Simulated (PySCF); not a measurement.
Identify the unknown among the candidates.

All candidates are C4H11NSi2.

| technique | computed result |
| --- | --- |
| Dipole | 0.80 D [PBE0/def2-SVPD] |
| Polarisability | 112.1 au [PBE0/def2-SVPD] |
| UV, first state | lowest singlet excitation: 4.70 eV (264 nm, f = 0.003) [TDDFT PBE0/def2-SVPD] |
| NMR, other nuclei | isotropic shieldings of nuclei other than C and H, by class: 254 (1 N), 403 (1 Si), 449 (1 Si) ppm [GIAO PBE0/pcSseg-1] |
| 13C NMR | chemical shifts (computed TMS as zero) by class: 120.1 (1 C), 111.4 (1 C), 40.7 (2 C) ppm [GIAO PBE0/pcSseg-1] |
| Triplet | lowest triplet excitation (Tamm–Dancoff): 4.54 eV [TDA PBE0/def2-SVPD] |
| Rotational structure | rotational constants A, B, C: 4.409, 0.637, 0.578 GHz [GFN2-xTB] |

Gas-phase values; electronic properties from PySCF, density fitting. Levels stand in brackets. Geometry: GFN2-xTB, one conformer, isolated molecule. Each NMR value is the plain mean over a class of atoms that symmetry, rotation or inversion makes alike.

Question: Which candidate is it?
A. `CCC[SiH2][SiH2]C#N`
B. `C#C[Si@@](N)([SiH3])CC`
C. `CN(C)[SiH2]C#C[SiH3]`
D. `N#CC[C@H]([SiH3])C[SiH3]`

Answer: C. It is `CN(C)[SiH2]C#C[SiH3]`. Numbering: `[CH3:1][N:2]([CH3:3])[SiH2:4][C:5]#[C:6][SiH3:7]`. Its formula, C4H11NSi2, gives 2 degrees of unsaturation: 0 rings and 2 π bonds in the structure found. 4 carbons fall into 3 classes; from least to most shielded: alkyne carbon [C5] (120.1 ppm), alkyne carbon [C6] (111.4 ppm), N-methyl carbon [C1/C3] (40.7 ppm, 2 C). The other shieldings belong to: 254 ppm, silicon-bound nitrogen [N2]; 403 ppm, SiH2 silicon [Si4]; 449 ppm, SiH3 silicon [Si7]. S1 is mainly HOMO→LUMO (weight 0.97); the largest Löwdin shares of the orbital it empties are 0.55 on the silicon-bound nitrogen, 0.09 on each of 2 atoms of one kind (N-methyl carbon) and 0.08 on the SiH2 silicon, of the orbital it fills 0.25 on each of 2 atoms of one kind (alkyne carbon), 0.15 on the SiH2 silicon and 0.12 on the SiH3 silicon. The optimised geometry has point group C1 and is an asymmetric top.

The others, at the same levels:
- `CCC[SiH2][SiH2]C#N` fails: it has 4 carbon classes against 3; its computed 13C shifts are 122.3 (1 C), 25.8 (1 C), 21.1 (1 C), 14.3 (1 C) ppm, rotational constant A is 2.773 GHz (against 4.409 GHz) and smallest rotational constant is 0.622 GHz (against 0.578 GHz).
- `N#CC[C@H]([SiH3])C[SiH3]` fails: it has 4 carbon classes against 3; its computed 13C shifts are 122.9 (1 C), 27.6 (1 C), 20.2 (1 C), 14.3 (1 C) ppm, rotational constant A is 2.397 GHz (against 4.409 GHz) and smallest rotational constant is 0.865 GHz (against 0.578 GHz).
- `C#C[Si@@](N)([SiH3])CC` fails: it has 4 carbon classes against 3; its computed 13C shifts are 101.5 (1 C), 95.3 (1 C), 14.7 (1 C), 9.4 (1 C) ppm, rotational constant A is 1.563 GHz (against 4.409 GHz) and smallest rotational constant is 1.155 GHz (against 0.578 GHz).

Each candidate is one conformer, not necessarily the lowest. The conformers computed, where there is a choice (atom-mapped SMILES and torsion angles):
- `[CH3:1][N:2]([CH3:3])[SiH2:4][C:5]#[C:6][SiH3:7]`: C1–N2–Si4–C5 165°
- `[CH3:1][CH2:2][CH2:3][SiH2:4][SiH2:5][C:6]#[N:7]`: C1–C2–C3–Si4 180°, C2–C3–Si4–Si5 180°, C3–Si4–Si5–C6 -56°
- `[N:1]#[C:2][CH2:3][C@H:4]([SiH3:5])[CH2:6][SiH3:7]`: C2–C3–C4–Si5 64°, C3–C4–C6–Si7 -170°
- `[CH:1]#[C:2][Si@@:3]([NH2:4])([SiH3:5])[CH2:6][CH3:7]`: C2–Si3–C6–C7 -62°, H–N4–Si3–C2 -66°, H–N4–Si3–C2 72°
